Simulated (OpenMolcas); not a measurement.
Pt2+ (d8) among equal point charges was computed by CASSCF with the d shell active (OpenMolcas, ANO-RCC-VTZP on the metal). Its lowest spin-free states, and all those of the highest spin:

| 2S+1 | Degeneracy | E (cm-1) |
| --- | --- | --- |
| 3 | 1 | 0.0 |
| 3 | 3 | 12380 |
| 1 | 2 | 13746 |
| 3 | 3 | 19366 |
| 1 | 1 | 23264 |
| 1 | 3 | 25597 |
| 1 | 3 | 29171 |
| 3 | 3 | 30699 |
| 1 | 2 | 39124 |
| 1 | 3 | 39637 |
| 1 | 1 | 60682 |

Q: Is the site octahedral, tetrahedral or cube-like, axial, or of lower symmetry?

A: The states with 2S+1 = 3 have orbital degeneracies 1, 3, 3, 3. Threefold states need a cubic site. For d8 at this spin an octahedron puts the single A2 below the threefold T2 and a tetrahedron or cube puts the threefold T1 below the threefold T2, so the site is octahedral. The first gap at this spin, 12400 cm-1, is |10Dq| in ligand-field theory. The run had Pt2+ among 6 point charges of -1 e arranged as an octahedron (Oh), 1.72 Å from the ion.

Without dynamic correlation the repulsion within the d shell is too large (B by tens of per cent), so at a given field states of lower spin stand too high. Real 4d8 and 5d8 ions are as a rule square planar and diamagnetic. This is an electrostatic model: the charges have no orbitals. No measured value stands beside these numbers.
